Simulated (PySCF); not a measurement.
Potential energy of SnAs⁺ along the bond

Set-up: basis Sn def2-SVP with ECP28, As def2-SVP; scalar-relativistic core potentials; PySCF 2.14. Energies in eV from Sn⁺ + As in their ground configurations at the same level. All curves are PBE0. state 1: ³Σ⁻ (triplet), unpaired electrons π ↑↑; state 2: Ms = 0 determinant of mixed spin (⟨S²⟩ near 1.0), unpaired electrons π ↑↓, a mixture of terms (⟨Lz²⟩ = 2.0), a second solution, started from another occupation; state 3: ³Π (triplet), unpaired electrons σ ↑, π ↑, a second solution, started from another occupation; state 4: Ms = 0 determinant of mixed spin (⟨S²⟩ near 1.0), unpaired electrons σ ↓, π ↑, a second solution, started from another occupation.

```
R (Å)  state 1  state 2  state 3  state 4
2.257   -1.269   -0.971   -1.219   -1.009
2.362   -1.802   -1.508   -1.481   -1.261
2.467   -2.090   -1.798   -1.554   -1.322
2.546   -2.189   -1.898   -1.528   -1.285
2.625   -2.213   -1.922   -1.462   -1.203
2.704   -2.182   -1.889   -1.377   -1.100
2.809   -2.076   -1.780   -1.256   -0.953
2.940   -1.878   -1.574   -1.112   -0.773
3.098   -1.591   -1.269   -0.961   -0.578
3.308   -1.198   -0.831   -0.794   -0.359
```

Problem. Put a parabola through the three lowest points of the state 1 curve and estimate Re, k and ωe (reduced mass 46.11 u; 1 eV/Å² = 0.16022 mdyn/Å; ωe = 1302.8·√(k/μ) cm⁻¹).

Solution. Through R = 2.546, 2.625, 2.704 Å the second-order coefficient is 4.41 eV/Å², so Re ≈ 2.620 Å, k ≈ 1.41 mdyn/Å and ωe ≈ 228 cm⁻¹. A polynomial fit of higher order to the unrounded PBE0 energies gives Re = 2.617 Å, k = 1.49 mdyn/Å, ωe = 234 cm⁻¹; anharmonicity and rounding make the difference.

The higher-order fit for each curve: state 1: Re = 2.617 Å, ωe = 234 cm⁻¹, De = 2.21 eV; state 2: Re = 2.616 Å, ωe = 237 cm⁻¹, minimum 1.92 eV below the ground-state fragments. State 3 gave no clean fit. State 4 gave no clean fit.

⟨S²⟩ of the unrestricted solution departs from its pure value on part of the curve, where spin states mix. Spin–orbit coupling is left out, which matters for elements this heavy, above all for dissociation energies. For an ion De counts to the pair picked by the measured ionisation energies or electron affinities, which need not be the lowest pair at this level. The state is the lowest determinant that a PBE0 search found; another state may lie lower at other levels.
